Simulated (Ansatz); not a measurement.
Job for Ansatz (a program for electronic structure): U-CAM-B3LYP/def2-TZVPP on Cl2Ta (SMILES [Cl][Ta][Cl]), 2S+1 = 4, a spin state set in the input, which need not be the lowest. Elements past Kr take the def2 small-core potentials; no spin–orbit coupling.

Ansatz 0.2 input:
```yaml
crystal:
  periodic: [false, false, false]
  atoms:
    - {symbol: Ta, position_ang: [-0.01105051, 0.01579969, -0.02343648]}
    - {symbol: Cl, position_ang: [-0.17387183, 1.68678973, -1.61114882]}
    - {symbol: Cl, position_ang: [0.15165362, -1.65521782, 1.56426567]}
basis:
  gaussian:
    orbitals: def2-TZVPP
hamiltonian:
  xc: {name: CAM-B3LYP}
magnetization: {spin_polarized: true, initial_magnetization: 3}
```

The log:

```
WARN ansatz: RAYON_NUM_THREADS=4 ignored (pool sized by the plan → 4); use --threads N
Functional definition: CAM-B3LYP
integrals: 0.08 GiB planned
1000 factors; their error is unknown
integrals: 0.11 GiB planned
182 factors; integrals over basis functions are off by at most 9.5e-5 eV
mean field: 0.89 GiB planned
mean field evaluation 1: about -26597.3497 eV, gradient 1.2e1 eV
mean field evaluation 2: about -26597.4060 eV, gradient 1.4e1 eV
mean field evaluation 4: about -26598.3347 eV, gradient 8.6e-1 eV
mean field evaluation 8: about -26598.3873 eV, gradient 2.4e-2 eV
mean field evaluation 16: about -26598.3873 eV, gradient 8.4e-6 eV
mean field -26598.38728118 eV, -977.4727035489 hartree, gradient 7.5e-6 eV, S^2 3.756225; 3 other end points of the search recorded, 0 dependent functions left out
reference -26598.38739343 eV, -977.4727076741 hartree; 25, 22 occupied and 115, 118 virtual orbitals, 1000 factors
Total energy: -26598.38739343 eV, -977.4727076741 hartree
```

The run converged.

Cost: very roughly 21 core-seconds.
